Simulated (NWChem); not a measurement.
Molecule: C2H3ClN2Si; SMILES Cl[SiH]1N=CC=N1

```xyz
9

Cl    -0.3475    -2.0357     0.0000
Si     0.6319    -0.2382     0.0000
N      0.0941     0.7999     1.3470
C     -0.3952     1.8205     0.7636
C     -0.3952     1.8205    -0.7636
N      0.0941     0.7999    -1.3470
H      2.0951    -0.4623     0.0000
H     -0.8047     2.6802     1.3218
H     -0.8047     2.6802    -1.3218
```
Atoms are numbered in this order, from 1.

Results from NWChem. All runs use the structure optimised with PBE0/def2-SVP.

Problem. Estimate the computed values for B3LYP/def2-TZVPP. Quantities: highest occupied level (eV); orbital gap (eV); dipole (D).

Solution. 
```yaml
highest occupied level (eV): -7.78
orbital gap (eV): 4.83
dipole (D): 2.21
```
